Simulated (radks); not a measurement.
Results of a calculation; reference values are marked as such.
Ionisation of Os, [Xe] 4f14 5d6 6s2, to Os+, [Xe] 4f14 5d6 6s1, under several functionals. Scalar-relativistic Kohn-Sham, spin-polarised, spherical densities, point nucleus; open shells are filled with parallel spins first; a radial shooting solver on a logarithmic mesh with Libxc functionals.

functional	E(Os) (hartree)	Exc (hartree)	IE (eV)	-e(HOMO) (eV)	<r> HOMO (bohr)	IE error (eV)
PW91	-17255.6386	-339.9617	8.455	4.875	1.873	+0.016
OLYP	-17260.0960	-344.6613	8.105	4.517	1.872	-0.334
XLYP	-17255.8903	-340.1875	8.705	4.833	1.881	+0.266
exchange-only B88	-17250.8324	-335.0887	7.443	3.676	1.913	-0.995
BLYP	-17254.9113	-339.2086	8.665	4.809	1.881	+0.227
AM05	-17244.4880	-328.8345	8.395	4.805	1.873	-0.043

NIST Atomic Spectra Database: 8.438 eV (measured). Closest: PW91. The Delta-SCF values span 1.26 eV, the total energies 15.61 hartree. The highest occupied level is 5d. Open shells are spherical and high-spin; term and fine-structure splittings are not resolved. Spin-orbit splitting is averaged out at the scalar-relativistic level.
